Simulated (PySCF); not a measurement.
Gas-phase reaction: Ga₂H₆ + N₂H₂ → 2 GaNH₂ + 4 H

Computed with PySCF and rigid-rotor harmonic-oscillator thermochemistry at 1 bar. † marks an energy on the PBE0/def2-TZVP geometry and frequencies; other levels use their own. MP2 and CCSD(T) freeze the core. Open shells (unrestricted): H (multiplicity 2); the rest are closed-shell singlets. Ga: all electrons, no relativistic terms. Ga₂H₆, GaNH₂: computed as isolated molecules; such fragments, hydroxides, amides, oligomers or adducts are transient or little studied in the gas. MP2 isn't extrapolated to the basis-set limit. CCSD(T) isn't extrapolated to the basis-set limit.

```csv
level,"ΔH°(298 K), kJ"
BLYP/def2-TZVP†,(withheld)
CCSD(T)/def2-TZVPP†,714
HF/def2-TZVP†,(withheld)
MP2/def2-TZVPP†,653
PBE/def2-SVP,(withheld)
PBE0/def2-TZVP,669
```

Some entries are withheld; supply them.


- BLYP/def2-TZVP†, ΔH°(298 K), kJ: 638
- HF/def2-TZVP†, ΔH°(298 K), kJ: 476
- PBE/def2-SVP, ΔH°(298 K), kJ: 669
